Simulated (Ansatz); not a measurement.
Consider the germylene formation by 1,1-elimination: `[BH2][GeH]([CH3])[NH2]` → `BN` + `[CH3][GeH]`.

Computed with Ansatz on PBE0-D4/def2-TZVP structures; ΔE is electronic, products minus reactants. CCSD(T)/CBS adds triple-zeta CCSD(T) − MP2 to the extrapolated MP2 energy (def2 sets, frozen cores). This one scheme is used for every species. Functionals use def2-TZVPP. For Ge outer-core shells are correlated without core-valence functions, which leaves a few kJ/mol of doubt a bond. Scalar relativity is left out up to krypton. Each species was taken in one conformer, which may not be the lowest.

```tsv
level	ΔE (kcal/mol)
revPBE-D4	-2.9
ωB97X-V	2.0
B2PLYP	-2.9
revPBE	-6.9
PBE0	-0.9
BHLYP	-4.3
MP2/def2-TZVPP	5.2
SCS-MP2/def2-TZVPP	2.7
```

What does CCSD(T)/CBS give? (An estimate is asked.)

The calculation gave: +1.2 kcal/mol. The listed levels differ from it by -4.1, 0.8, -4.1, -8.1, -2.1, -5.5, 4.0, 1.5 kcal/mol.

Largest T1 diagnostic among the species: 0.012.

Leaving LDA and LC-ωPBE aside and taking each functional with its dispersion term where it has one, the values, not all of them listed here, spread over 12.1 kcal/mol, from BLYP-D4 to PBE-QIDH. LDA lies +6.4 kcal/mol from PBE without D4. In def2-TZVPP, CCSD(T) changes the Hartree–Fock value by +6.6 kcal/mol (the triples alone add +0.7 kcal/mol) and MP2 by +9.2 kcal/mol. The D4 term adds +3.2 kcal/mol with B3LYP and +1.8 kcal/mol with PBE0; it sums over pairs of atoms, weighted by their polarisabilities, and B3LYP, whose exchange is more repulsive, gets the larger term.

B3LYP here is the variant with VWN-RPA as its local correlation; programs differ in this.
